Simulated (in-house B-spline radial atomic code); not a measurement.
Results of a calculation; reference values are marked as such.
Te ion on Hf atom: potential, deflection and energy transfer

The pair potential comes from two frozen, spherical free-atom densities (PBE, B-spline radial code, scalar-relativistic past argon): electrostatics plus the change in Thomas-Fermi kinetic and Dirac exchange energy where they overlap, the recipe behind the universal ZBL potential, which averages such potentials (from solid-state densities) over many pairs. It is written V = (Z1 Z2 e²/r) φ(r/a), with e² = 14.3996 eV·Å and a = 0.46850 Å/(Z1^0.23 + Z2^0.23); ZBL's fit is φ = 0.18175 e^(−3.1998x) + 0.50986 e^(−0.94229x) + 0.28022 e^(−0.4029x) + 0.02817 e^(−0.20162x). Where φ falls below 4e-4 it is continued as an exponential.

Masses 127.6 and 178.49 u.

| x = r/a | φ, this pair | φ, ZBL |
| --- | --- | --- |
| 0.1 | 0.8825 | 0.8928 |
| 0.25 | 0.7543 | 0.7647 |
| 0.5 | 0.6014 | 0.6096 |
| 1 | 0.4082 | 0.4164 |
| 1.5 | 0.2917 | 0.2995 |
| 2 | 0.2153 | 0.2218 |
| 3 | 0.1251 | 0.1292 |
| 4 | 0.07754 | 0.08026 |
| 5 | 0.04986 | 0.05224 |
| 6.5 | 0.02776 | 0.02914 |
| 8 | 0.01634 | 0.01705 |
| 10 | 0.008493 | 0.008778 |
| 12 | 0.004731 | 0.00474 |
| 14.5 | 0.002434 | 0.002328 |
| 17 | 0.001314 | 0.001212 |
| 20 | 0.0006489 | 0.0005882 |

(1) At x = 3 the electrostatic, kinetic and exchange parts are 7507.89, 17923.87 and -684.37 eV. Find r, V and φ.

(2) The ion comes in at 10.17 keV with impact parameter 0.4544 Å. The scattering integral gives a centre-of-mass angle of 52.22° and a closest approach of 6.547 a. What are the reduced energy, the energy passed on and the laboratory angles?

Answers

(1) a = 0.46850/(2.4813 + 2.6742) = 0.09087 Å, so r = 0.27262 Å. V = 7507.89 + 17923.87 + (-684.37) = 24747.39 eV. The bare repulsion is 52 × 72 × 14.3996/0.27262 = 197750 eV, so φ = 0.1251, -3.2 % against ZBL's 0.1292. The kinetic (Pauli) term is 72 % of V here.

(2) ε = E a M2/(Z1 Z2 e² (M1 + M2)) = 10170 × 9.8293e-07 = 0.01. The most that one collision can pass on is γE with γ = 4 M1 M2/(M1 + M2)² = 0.9724. Here T = γE sin²(θ/2) = 0.9724 × 10170 × 0.1937 = 1916 eV. The ion turns by arctan(sin θ/(cos θ + M1/M2)) = 30.8°, and the struck atom leaves at (180° − θ)/2 = 63.9°. The closest approach is 0.595 Å. With ZBL the angle would be 53.59° and T = 2010 eV.
